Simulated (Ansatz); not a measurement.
# A correction line for BHLYP-D4/def2-TZVPP: atomisation enthalpy at 298 K

The atomisation enthalpy at 298 K in kJ/mol of 8 molecular compounds of Si: x at BHLYP-D4/def2-TZVPP, y from tabulated heats of molecules and atoms (CRC Handbook of Chemistry and Physics, NIST-JANAF tables). Shapes, held fixed at every level: PBE0-D4/def2-TZVP. Computed values hold a harmonic thermal term (PBE0-D4/def2-TZVP) and the atoms' spin-orbit lowering. Programs: Ansatz 0.2.0.

```
                          molecule  x (kJ/mol)  y (kJ/mol)
        SiI4 (SMILES I[Si](I)(I)I)         930         987
             SiHI3 (triiodosilane)        1022        1063
          SiBr4 (tetrabromosilane)        1240           ?
     SiHBr3 (SMILES Br[SiH](Br)Br)        1257        1205
           SiH2Br2 (dibromosilane)        1270        1300
     SiCl4 (silicon tetrachloride)        1516        1598
Si(CH3)Cl3 (methyltrichlorosilane)        2672        2714
   Si(SiF3)F3 (hexafluorodisilane)        3501        3760
```

Task: Fit y = c + s·x to the known rows and predict y for SiBr4.

Result: 
1. Means of the 7 rows: x = 1738.29, y = 1803.9.
2. Σ(Δx)² = 5645713, Σ(Δx·Δy) = 6058783, so the slope is 6058783/5645713 = 1.0732.
3. Intercept: 1803.9 − (1.0732) × 1738.29 = -61.6. The largest residual of the fit is 92.
4. SiBr4: -61.6 + 1.0732 × 1240 = 1269 kJ/mol.

The tabulated heats give 1313 kJ/mol, so the prediction is off by -44 kJ/mol, within the largest residual. Uncorrected, BHLYP-D4/def2-TZVPP misses SiBr4 by -73 kJ/mol, and the other rows by 80 on average. With references in doubt, neither the misses nor the line can be laid on the level alone. Left out in turn, the other rows are missed by 84 kJ/mol on average, no better than no correction. The heats of SiI4 (SMILES I[Si](I)(I)I), SiBr4 (tetrabromosilane), Si(SiF3)F3 (hexafluorodisilane) come from older tables and can be uncertain by 10 kJ/mol or more. The molecules' own spin-orbit lowering is left out, so errors for iodides read a little too negative. The tabulated values of SiHI3, SiHBr3, SiH2Br2, Si(CH3)Cl3 are in doubt (older tables, estimates, or at odds with other calculations) and kept here. For atoms past krypton def2 sets carry core potentials with scalar relativity. Relativity is left out for Br.
